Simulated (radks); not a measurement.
Results of a calculation; reference values are marked as such.
How relativity changes the ionisation of neutral holmium ([Xe] 4f11 6s2) to Ho+ ([Xe] 4f11 6s1). Spin-unpolarised spherical Kohn-Sham, PBE, point nucleus unless stated (finite: rms radius 5.2022 fm), a radial shooting solver on a logarithmic mesh with Libxc functionals. A level marked "c x" has the speed of light scaled by that factor and shares open shells by 2j + 1; other Dirac levels either fill j = l - 1/2 first or share by 2j + 1.

level                               E(Ho) (hartree)  E(Ho+) (hartree)  IE (eV)   HOMO  <r> HOMO (bohr)
non-rel.                                -12068.6607       -12068.4449    5.871     6s            4.360
scalar-rel.                             -12616.3479       -12616.1160    6.309     4f           0.8562
scalar-rel., finite nucleus             -12615.1613       -12614.9295    6.308     4f           0.8562
Dirac, 2j+1 shares                      -12628.4588       -12628.2269    6.312  4f7/2           0.8677
Dirac, low j first                      -12628.5049       -12628.2730    6.310  4f7/2           0.8698
Dirac, 2j+1 shares, finite nucleus      -12627.2641       -12627.0322    6.311  4f7/2           0.8677
Dirac, c x 0.85                         -12887.3731       -12887.1316    6.570  4f7/2           0.9036
Dirac, c x 10                           -12073.6160       -12073.4001    5.875  6s1/2            4.358
Dirac, c x 100                          -12068.7102       -12068.4944    5.871  6s1/2            4.360

NIST Atomic Spectra Database: 6.022 eV (measured). The relativistic part of the total energy of Ho is -558.6 hartree (Dirac, 2j+1 shares, finite nucleus), 4.6 % of the non-relativistic value. Spin polarisation and multiplet splitting of open shells are left out at every level.

Beside tabulated values, note that relativity, absent from the non-relativistic runs, is large for the heavy elements, and spin-unpolarised runs miss the spin-polarisation part of the exchange energy of open shells.
